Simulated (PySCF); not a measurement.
## From a computed spectrum to the compound

A species of 7 atoms with charge 0 has these harmonic modes (PBE0, small Gaussian bases with core potentials, PySCF 2.14.0):

```
cm⁻¹  km/mol  symmetry
  29    13.0        a1
 119     1.8         e
 119     1.8         e
 298     0.0        a2
 371   276.2         e
 371   276.2         e
 488     1.1         e
 488     1.1         e
 501   535.0        a1
 589   202.0         e
 589   202.0         e
 614     1.1        a1
4017   175.5         e
4017   175.5         e
4018     1.1        a1
```

Which species is it, and in which structure?

Gd(OH)3 (singlet in the valence; each metal's 4f electrons, 7 of them, lie in its core potential, out of spins and levels):
```xyz
7

Gd    0.0000    0.0000   -0.0197
O     2.0698    0.0000    0.0572
H     3.0235    0.0000    0.1202
O    -1.0349    1.7925    0.0572
H    -1.5118    2.6185    0.1202
O    -1.0349   -1.7925    0.0572
H    -1.5118   -2.6185    0.1202
```
Ideal gas at 298.15 K and 1 bar: S = 374.5 J/(mol K), Cp = 106.5 J/(mol K), H − H(0 K) = 21.9 kJ/mol (rigid rotor, harmonic modes, spin degeneracy alone, that of the 4f electrons in the core included; the modes under 60 cm⁻¹ make these uncertain). An lcecp potential fixes the number of 4f electrons, so in runs with it no electron can move into or out of that shell.
 Other answers can fit too; this one was computed.
